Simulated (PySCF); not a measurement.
**Structure and vertical S1–T1 gap**

Method: TDA B3LYP/def2-SVP excited states, vertical, gas phase (PySCF). Geometry: GFN2-xTB.

Each molecule in one low-energy conformer. The parent is c1cc2c(s1)sc1sc3sccc3c12.

(1) How does the vertical S1–T1 gap change along this series?
- c1cc2c(s1)sc1sc3sccc3c12 (base)
- c1cc2c(s1)sc1sc3scnc3c12 (CH replaced by N)
- O=Cc1csc2sc3sc4sccc4c3c12 (H replaced by CHO)
- c1cc2c(s1)sc1sc3sncc3c12 (CH replaced by N)

Answers

(1) 
```tsv
molecule	S1 (eV)	S1 from	f(S1)	T1 (eV)	T1 from	S1 − T1 (eV)	S0–T1 spin-orbit coupling (cm⁻¹)	S1–T1 spin-orbit coupling (cm⁻¹)
c1cc2c(s1)sc1sc3sccc3c12	4.62	HOMO→LUMO+1 / HOMO−1→LUMO	0.012	3.43	HOMO→LUMO	1.19	0.03	0.08
c1cc2c(s1)sc1sc3scnc3c12	4.43	HOMO−1→LUMO	0.018	3.37	HOMO→LUMO	1.06	0.30	0.06
O=Cc1csc2sc3sc4sccc4c3c12	3.45	HOMO→LUMO	0.017	3.04	HOMO−1→LUMO	0.41	0.05	0.02
c1cc2c(s1)sc1sc3sncc3c12	4.53	HOMO→LUMO	0.040	3.47	HOMO→LUMO+1 / HOMO→LUMO	1.06	0.15	0.09
```
The vertical S1–T1 gap is lowest for O=Cc1csc2sc3sc4sccc4c3c12 and highest for c1cc2c(s1)sc1sc3sccc3c12.
